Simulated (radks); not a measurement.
Values are calculated unless marked as measured or tabulated.
Problem. The rubidium ion Rb4+, [Ar] 3d10 4s2 4p3. Level of theory: non-relativistic Kohn-Sham, PBE, spin-polarised, spherical densities, point nucleus (a radial shooting solver on a logarithmic mesh with Libxc functionals). Every spin shell is full or empty, so the densities are truly spherical. Functionals are evaluated on that one density, not self-consistently. Rank these exchange functionals by their error against the exact value of the orbitals, and give that value: LDA, revPBE, SOGGA, B86b, EV93, APBE, TPSS, revTPSS, r2SCAN, Tao-Mo.

Solution. Exact: -96.4884 hartree. From best to worst, with 100 (|E| - |E exact|)/|E exact| (equal figures are ties): EV93 +0.01, r2SCAN -0.03, B86b +0.06, TPSS -0.11, revPBE -0.22, APBE +0.42, Tao-Mo -0.68, revTPSS -0.81, SOGGA -2.53, LDA -5.52.
